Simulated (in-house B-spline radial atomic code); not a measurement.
**RPA and G0W0 on B3LYP (VWN-RPA): Si⁴⁺**

Configuration [He] 2s2 2p6, mean-field start B3LYP (VWN-RPA). Computed with an all-electron radial atomic-structure program (B-spline basis): all electrons, scalar-relativistic (spin-free one-electron X2C), finite nucleus, each spin shell either full or empty, empty states to l = 9 with an (l + 1/2)⁻⁴ tail; G0W0 by contour deformation at full frequency.

Command:
```bash
python run_gw.py task.json out
```
Settings (radii: box in bohr, nucleus in fm):
```
Z                        14
electrons                10
configuration            [He] 2s2 2p6
hamiltonian              x2c
method                   b3lyp
lmax                     9
rms_radius               3.1224
spin_polarised           False
box_radius               11.96
intervals                69
```

Time taken, with all properties: 1 s on 1 thread of Intel(R) Xeon(R) Platinum 8488C (Sapphire Rapids) (shared host).

Energies (hartree):

| term | value |
| --- | --- |
| mean-field total | -286.19123 |
| Hartree-Fock functional on these orbitals | -285.77525 |
| direct second order | -0.66658 |
| second-order exchange | 0.23624 |
| SOSEX correction | 0.22015 |

What is the RPA correlation energy, and what remains with SOSEX?

RPA gives -0.60273 hartree (-1.64 eV per electron); RPA + SOSEX gives -0.38258, and the second-order doubles -0.43033 hartree (no singles). SOSEX takes back 37 % of the RPA value.

Quasi-particle levels (eV):

```json
{"level": "2p", "occupied": "yes", "mean field": "-153.03", "Σx - vxc": "-15.78", "Σc": "?", "QP weight": "?", "G0W0": "?"}
{"level": "2s", "occupied": "yes", "mean field": "-198.22", "Σx - vxc": "-22.39", "Σc": "5.03", "QP weight": "0.952", "G0W0": "-215.58"}
{"level": "1s", "occupied": "yes", "mean field": "-1859.51", "Σx - vxc": "-72.21", "Σc": "27.70", "QP weight": "0.857", "G0W0": "-1904.01"}
{"level": "3s", "occupied": "no", "mean field": "-50.55", "Σx - vxc": "6.05", "Σc": "-0.56", "QP weight": "0.997", "G0W0": "-45.06"}
```

G0W0 = mean field + (Σx - vxc) + Σc, with Σc (partial-wave tail included) taken at the quasi-particle energy.

Where does G0W0 put 2p?

At -166.76 eV, with Σc = 2.05 eV and a quasi-particle weight of 0.969. The tabulated removal energy is 166.767 ± 0.003 eV (NIST, measured); the calculation leaves out spin-orbit coupling, Breit and QED terms, and what these don't explain is the method's own error.
